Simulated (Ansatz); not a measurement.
Consider the substitution at a C–Al bond: `C=[C]1[O][Al]1[CH3]` + `CO[Si](N)(F)F` → `CN[Si](F)(F)OC` + `C=[C]1[O][AlH]1`.

Computed with Ansatz on PBE0-D4/def2-TZVP structures; ΔE is electronic, products minus reactants. CCSD(T)/CBS is the MP2 limit (def2-TZVPP, def2-QZVPP) plus CCSD(T) − MP2 in def2-TZVPP, frozen cores. DFT in def2-TZVPP. B3LYP here is the variant with VWN-RPA as its local correlation; programs differ in this. Each species was taken in one conformer, which may not be the lowest.

| level | ΔE (kJ/mol) | difference from CCSD(T)/CBS |
| --- | --- | --- |
| PBE-D4 | 92.2 | -1.6 |
| PBE0-D4 | 92.7 | -1.1 |
| B3LYP-D4 | 89.5 | -4.3 |
| ωB97X-V | 88.4 | -5.4 |
| ωB97M-V | 94.1 | 0.3 |
| PBE | 94.6 | 0.8 |
| r2SCAN | 98.4 | 4.6 |
| PBE0 | 94.8 | 1.0 |
| B3LYP | 93.2 | -0.6 |
| HF/def2-TZVPP | 85.1 | -8.7 |
| MP2/def2-TZVPP | 96.8 | 3.0 |
| SCS-MP2/def2-TZVPP | 90.6 | -3.2 |
| CCSD(T)/def2-TZVPP | 91.9 | -1.9 |
| HF/def2-QZVPP | 84.8 | -9.0 |
| MP2/def2-QZVPP | 97.8 | 4.0 |
| CCSD/CBS(def2) | 93.0 | -0.8 |
| CCSD(T)/CBS | 93.8 | 0 |

Largest T1 diagnostic among the species: 0.018.

The D4 term adds −3.7 kJ/mol with B3LYP and −2.0 kJ/mol with PBE0; it sums over pairs of atoms, weighted by their polarisabilities, and B3LYP, whose exchange is more repulsive, gets the larger term. In def2-TZVPP, CCSD(T) changes the Hartree–Fock value by +6.8 kJ/mol (the triples alone add +0.7 kJ/mol) and MP2 by +11.7 kJ/mol.
